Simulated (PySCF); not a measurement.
Method: PySCF, delta-SCF UKS SCAN, pcX-2 on the ionised atom, pcseg-1 elsewhere, spin-free X2C. Geometries: PBE0-D3(BJ)/def2-SVP; isolated species, one conformer each. Values against the vacuum level. Spin–orbit coupling isn't in the SCF: each 2p doublet comes from a relaxed spin-free hole plus a matrix of the shell (mean-field spin–orbit coupling and the ground-state 2p splitting), with 2p3/2 averaged over its two sublevels.

Question: Order these sites by rising Si 1s binding energy.
A. Si7 in `[CH3:1][CH:2]([CH3:3])[Si@@H:4]([SiH3:5])[O:6][SiH3:7]`
B. Si5 in `[CH3:1][CH:2]([CH3:3])[O:4][SiH2:5][SiH2:6][SiH3:7]`
C. Si7 in `[CH3:1][CH:2]([CH3:3])[SiH2:4][O:5][SiH2:6][SiH3:7]`
D. Si4 in `[SiH3:1][SiH2:2][O:3][SiH2:4][n:5]1[cH:6][cH:7][cH:8][cH:9]1`

Answer: C (1846.17 eV), B (1846.62 eV), A (1847.37 eV), D (1847.91 eV).

From the lowest up, the atoms are bonded to: 3 H and Si (1846.17); O, 2 H and Si (1846.62); O and 3 H (1847.37); O, N and 2 H (1847.91).

Question: Rank by computed Si 2p3/2 binding energy, lowest first.
A. Si6 in `[CH3:1][CH:2]([CH3:3])[O:4][SiH2:5][SiH2:6][SiH3:7]`
B. Si5 in `[CH3:1][CH:2]([CH3:3])[O:4][SiH:5]([SiH3:6])[SiH3:7]`
C. Si4 in `[SiH3:1][SiH2:2][O:3][SiH2:4][n:5]1[cH:6][cH:7][cH:8][cH:9]1`
D. Si7 in `[CH3:1][CH:2]([CH3:3])[Si@@H:4]([SiH3:5])[O:6][SiH3:7]`
E. Si4 in `[CH3:1][CH:2]([CH3:3])[SiH2:4][O:5][SiH2:6][SiH3:7]`

Answer: A (106.06 eV), B (106.59 eV), E (106.96 eV), D (107.44 eV), C (107.87 eV).

From the lowest up, the atoms are bonded to: 2 H and 2 Si (106.06); O, H and 2 Si (106.59); O, C and 2 H (106.96); O and 3 H (107.44); O, N and 2 H (107.87).

Question: Order these sites by rising C 1s binding energy.
A. C2 in `[CH3:1][CH:2]([CH3:3])[O:4][SiH:5]([SiH3:6])[SiH3:7]`
B. C2 in `[CH3:1][CH:2]([CH3:3])[Si@@H:4]([SiH3:5])[O:6][SiH3:7]`
C. C6 in `[SiH3:1][SiH2:2][O:3][SiH2:4][n:5]1[cH:6][cH:7][cH:8][cH:9]1`

Answer: B (290.09 eV), C (290.60 eV), A (292.11 eV).

The highest is bonded to O, 2 C and H, the lowest to 2 C, H and Si; the range is 2.02 eV.
